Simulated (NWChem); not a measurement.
[NH]=[Mo]([OH])(=[O])[NH2] (MoN2H4O2), optimised at PBE0/def2-SVP with NWChem:

```
Property                     Result
---------------------------  ------
highest occupied level (eV)   -7.69
orbital gap (eV)               6.38
dipole (D)                     3.02
```

All stand in one matching conformer (torsions within 35°), which need not be the lowest. For one or both, no frequency run checked for a minimum. def2 effective core potentials on Mo, W; no spin-orbit coupling.

Q: One Mo atom is replaced by W, giving [NH]=[W]([NH2])(=[O])[OH] (WN₂H₄O₂), optimised at the same level. How do these values move?

A: 
```json
[
 {"quantity": "highest occupied level (eV)", "new value": "-7.72", "change": "-0.03"},
 {"quantity": "orbital gap (eV)", "new value": "6.97", "change": "+0.59"},
 {"quantity": "dipole (D)", "new value": "3.20", "change": "+0.18"}
]
```
